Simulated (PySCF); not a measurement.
Theoretical values (PySCF 2.14.0 with density-fitted response routines): GFN2-xTB geometry, NMR shieldings at PBE0/pcSseg-1/GIAO. Isolated molecule, one computed conformer, non-relativistic, fast rotation and ring inversion assumed for equivalent nuclei.

References, each an isolated molecule treated in the same way: ¹H (σ = 31.72 ppm), ¹³C (σ = 186.93 ppm) against TMS. Shifts are as computed. Against solution values, carbons near 30 ppm lie about +3 ppm off and those near 130 ppm about +5 ppm; carbons on Cl a further +6 ppm. Of 1211 compounds with measured shifts, 218 miss one by over three times the rms of a fit or turn the order of signals round; such compounds aren't used in these exercises. Carbons bonded to Cl come out too deshielded.

Q: Order these molecules by the shift of their most shielded carbon-bound hydrogen, lowest δ first.
A. O=C(Cl)c1ccoc1
B. C=C(C)[C@@H]1C[SiH2][C@@H]1C(C)=O
C. CCCc1ccccn1
D. F[C@@H]([SiH3])[Si@@H](F)Cl

A: C (0.82 ppm, hydrogen on a methyl carbon), B (1.33 ppm, hydrogen on an sp3 CH2 bonded to Si), D (5.38 ppm, hydrogen on an sp3 CH bonded to F and 2 Si), A (7.16 ppm, hydrogen on an aromatic CH).

Q: Order these molecules by the shift of their most deshielded carbon-bound hydrogen, lowest δ first.
A. O=C(Cl)c1ccoc1
B. C=C(C)[C@@H]1C[SiH2][C@@H]1C(C)=O
C. CCCc1ccccn1

A: B (5.22 ppm, hydrogen on a terminal =CH2 carbon), A (8.29 ppm, hydrogen on an aromatic CH next to the ring oxygen), C (8.84 ppm, hydrogen on an aromatic CH next to a ring nitrogen).

Q: How many ¹³C and ¹H signals does each give (equivalence by symmetry and fast rotation, but not about amide C–N or C=N bonds)? `CCCc1ccccn1`, `C=C(C)[C@@H]1C[SiH2][C@@H]1C(C)=O`, `F[C@@H]([SiH3])[Si@@H](F)Cl`, `O=C(Cl)c1ccoc1`

A: CCCc1ccccn1: 8 C, 7 H; C=C(C)[C@@H]1C[SiH2][C@@H]1C(C)=O: 8 C, 10 H; F[C@@H]([SiH3])[Si@@H](F)Cl: 1 C, 3 H; O=C(Cl)c1ccoc1: 5 C, 3 H.
